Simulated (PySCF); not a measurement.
H10Si5, charge +1, doublet, geometry from GFN2-xTB (a state made from the parent by changing its charge; the spin is typed, not shown lowest); BLYP/6-31G* (PySCF).

Here is a job for PySCF.
```python
from pyscf import gto, scf, dft

mol = gto.M(
    atom='''
Si    0.824461    1.131117    1.473830
Si    1.910822   -0.586959    0.192175
Si    0.235126   -1.736581   -1.012389
Si   -1.762130   -0.488659   -0.831353
Si   -1.202087    1.631203    0.148104
H     0.340547    0.704300    2.788551
H     1.506274    2.396215    1.741714
H     2.675420   -1.348079    1.180941
H     2.889947    0.125261   -0.633459
H     0.048459   -3.079753   -0.460142
H     0.624236   -1.872940   -2.417307
H    -2.771281   -1.061033    0.063915
H    -2.453498   -0.144272   -2.074384
H    -0.799431    2.666500   -0.806256
H    -2.147348    2.312102    1.031272
''',
    basis='6-31g*',
    charge=1,
    spin=1,
    verbose=4,
)

mf = dft.UKS(mol)
mf.xc = 'blyp'
mf.grids.atom_grid = (99, 590)
mf.grids.prune = None
mf.kernel()
```

The log (banner, timings and long lists left out):

```
PySCF version 2.14.0

[INPUT] verbose = 4
[INPUT] num. atoms = 15
[INPUT] num. electrons = 79
[INPUT] charge = 1
[INPUT] spin (= nelec alpha-beta = 2S) = 1
[INPUT] symmetry False subgroup None
[INPUT] Mole.unit = angstrom
[INPUT] Symbol           X                Y                Z      unit          X                Y                Z       unit  Magmom
[INPUT]  1 Si     0.824461000000   1.131117000000   1.473830000000 AA    1.558005490385   2.137501344840   2.785135054168 Bohr   0.0
[INPUT]  2 Si     1.910822000000  -0.586959000000   0.192175000000 AA    3.610930252794  -1.109191756349   0.363158117988 Bohr   0.0
[INPUT]  3 Si     0.235126000000  -1.736581000000  -1.012389000000 AA    0.444323744764  -3.281662483123  -1.913137941522 Bohr   0.0
[INPUT]  4 Si    -1.762130000000  -0.488659000000  -0.831353000000 AA   -3.329943095880  -0.923431678304  -1.571029482836 Bohr   0.0
[INPUT]  5 Si    -1.202087000000   1.631203000000   0.148104000000 AA   -2.271615207900   3.082526923569   0.279875997953 Bohr   0.0
[INPUT]  6 H      0.340547000000   0.704300000000   2.788551000000 AA    0.643540562542   1.330934109531   5.269597674382 Bohr   0.0
[INPUT]  7 H      1.506274000000   2.396215000000   1.741714000000 AA    2.846445328553   4.528190085575   3.291362447321 Bohr   0.0
[INPUT]  8 H      2.675420000000  -1.348079000000   1.180941000000 AA    5.055811068184  -2.547500104278   2.231655059270 Bohr   0.0
[INPUT]  9 H      2.889947000000   0.125261000000  -0.633459000000 AA    5.461208344508   0.236708984089  -1.197064021141 Bohr   0.0
[INPUT] 10 H      0.048459000000  -3.079753000000  -0.460142000000 AA    0.091574238270  -5.819889701308  -0.869542358410 Bohr   0.0
[INPUT] 11 H      0.624236000000  -1.872940000000  -2.417307000000 AA    1.179635077094  -3.539343647743  -4.568048188994 Bohr   0.0
[INPUT] 12 H     -2.771281000000  -1.061033000000   0.063915000000 AA   -5.236962104211  -2.005061779126   0.120781845252 Bohr   0.0
[INPUT] 13 H     -2.453498000000  -0.144272000000  -2.074384000000 AA   -4.636439267168  -0.272634567443  -3.920017637180 Bohr   0.0
[INPUT] 14 H     -0.799431000000   2.666500000000  -0.806256000000 AA   -1.510705645487   5.038954711153  -1.523603026287 Bohr   0.0
[INPUT] 15 H     -2.147348000000   2.312102000000   1.031272000000 AA   -4.057899614133   4.369239552059   1.948821639932 Bohr   0.0

nuclear repulsion = 485.055375913463
number of shells = 60
number of NR pGTOs = 295
number of NR cGTOs = 110
basis = 6-31g*
ecp = {}

******** <class 'pyscf.dft.uks.UKS'> ********
method = UKS
initial guess = minao
damping factor = 0
level_shift factor = 0
DIIS = <class 'pyscf.scf.diis.CDIIS'>
diis_start_cycle = 1
diis_space = 8
diis_damp = 0
SCF conv_tol = 1e-09
SCF conv_tol_grad = None
SCF max_cycles = 50
direct_scf = True
direct_scf_tol = 1e-13
number electrons alpha = 40  beta = 39
XC library pyscf.dft.libxc version 7.1.2
    S. Lehtola, C. Steigemann, M. J. T. Oliveira, and M. A. L. Marques,  SoftwareX 7, 1–5 (2018)
XC functionals = blyp
    A. D. Becke,  Phys. Rev. A 38, 3098 (1988)
    C. Lee, W. Yang, and R. G. Parr,  Phys. Rev. B 37, 785 (1988)
    B. Miehlich, A. Savin, H. Stoll, and H. Preuss,  Chem. Phys. Lett. 157, 200 (1989)
radial grids:
    Treutler-Ahlrichs [JCP 102, 346 (1995); DOI:10.1063/1.469408] (M4) radial grids

becke partition: Becke, JCP 88, 2547 (1988); DOI:10.1063/1.454033
pruning grids: None
grids dens level: 3
symmetrized grids: False
atomic radii adjust function: <function treutler_atomic_radii_adjust>
User specified grid scheme (99, 590)
small_rho_cutoff = 0
Set gradient conv threshold to 3.16228e-05
tot grids = 876152
init E= -1453.1517333505

cycle= 1 E= -1452.96576380041  delta_E= 0.186  |g|= 0.212  |ddm|= 2.37
cycle= 2 E= -1452.79558947347  delta_E= 0.17  |g|= 0.411  |ddm|= 1.17
cycle= 3 E= -1452.97064595901  delta_E= -0.175  |g|= 0.171  |ddm|= 1.08
cycle= 4 E= -1453.0008207302  delta_E= -0.0302  |g|= 0.0385  |ddm|= 0.307
cycle= 5 E= -1453.0021382514  delta_E= -0.00132  |g|= 0.0177  |ddm|= 0.0674
cycle= 6 E= -1453.00245315161  delta_E= -0.000315  |g|= 0.00622  |ddm|= 0.0472
cycle= 7 E= -1453.00245506555  delta_E= -1.91e-06  |g|= 0.00557  |ddm|= 0.0246
cycle= 8 E= -1453.00248981785  delta_E= -3.48e-05  |g|= 0.00178  |ddm|= 0.0176
cycle= 9 E= -1453.00249346413  delta_E= -3.65e-06  |g|= 0.000299  |ddm|= 0.0046
cycle= 10 E= -1453.00249355527  delta_E= -9.11e-08  |g|= 0.000106  |ddm|= 0.000846
cycle= 11 E= -1453.00249356758  delta_E= -1.23e-08  |g|= 1.9e-05  |ddm|= 0.000269
cycle= 12 E= -1453.00249356794  delta_E= -3.53e-10  |g|= 7.97e-06  |ddm|= 6.08e-05
Extra cycle  E= -1453.00249356786  delta_E= 7.12e-11  |g|= 1.13e-05  |ddm|= 4.38e-05
converged SCF energy = -1453.00249356786  <S^2> = 0.75228262  2S+1 = 2.0022813
```
